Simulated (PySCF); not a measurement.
Molecule: Si(CCH)(F)2(Me), SMILES C#C[Si](C)(F)F (C3H4F2Si). Atoms near the plane z = 0.0 Å, at the PBE0/def2-SVP optimised geometry (x, y, z in Å): C1 (1.2, -0.8, 0.0), C2 (0.0, -0.7, 0.0), Si3 (-1.8, -0.7, 0.0), F6 (-2.3, 0.8, 0.0), H7 (2.3, -0.8, 0.1).

Calculation: PBE0/def2-TZVP run with PySCF. Cells within 0.4 Å of a nucleus heavier than hydrogen are left out (blank, or x). The values are rescaled to run from 0 to 1.

```
|000000000000000000000000000|
|000000000000000000000000000|
|000000000000000000000000000|
|000000000000000000000000000|
|000000000000000000000000000|
|000000000000000000000000000|
|000012222100000000000000000|
|000234443310000000000000000|
|001345665431000000000000000|
|012467887542222221100000000|
|013579xx8643333333221000000|
|013579xx8654444444432200000|
|013568998655566665544320000|
|013467887666777777665431000|
|012456799877888888877542000|
|0134567xx978xxx9xx888642100|
|1234567xx8788x88xx887642100|
|123456677667778887776532000|
|123455666556666666655421000|
|123345555444555555443210000|
|012334444333334433322100000|
|001223333222222222210000000|
|000122222111111111000000000|
|000011111100000000000000000|
|000000000000000000000000000|
|000000000000000000000000000|
|000000000000000000000000000|
```
Scale: ten equal steps from 0.000 (start of '0') to 1.00 (end of '9'), in the order '0123456789'; x runs from -4.50 to 4.50, y from -4.50 (bottom) to 4.50 (top).

Task: Which quantity is mapped?
(A) electron localisation function
(B) log10 of the electron density
(C) deformation density (molecule minus spherical neutral atoms)
(D) Laplacian of the electron density

Result: B, log10 of the electron density. In full: log10 of the electron density (e/bohr³), floored at −4.
